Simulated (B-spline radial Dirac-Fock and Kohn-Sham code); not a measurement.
## Photoionisation of krypton ions at Mg Kα (1253.6 eV)

The computed values come from a radial atomic solver: independent-particle photoionisation in a Dirac-Hartree-Slater potential with a Latter tail, all multipoles, thresholds from Dirac-Fock ΔSCF. Cross sections in kb; a dash marks an empty subshell or a threshold above the photon energy.

| ion | configuration | total | 3s | 3p1/2 | 3d5/2 | 4p1/2 | 4p3/2 |
| --- | --- | --- | --- | --- | --- | --- | --- |
| Kr | [Ar] 3d10 4s2 4p6 | 237.0 | 31.2 | 37.5 | 48.5 | 3.27 | 6.27 |
| Kr⁵⁺ | [Ar] 3d10 4s2 4p1 | 233.4 | 31.3 | 37.7 | 49.3 | 0.874 | 1.71 |
| Kr⁶⁺ | [Ar] 3d10 4s2 | 231.9 | 31.4 | 37.7 | 49.6 | – | – |
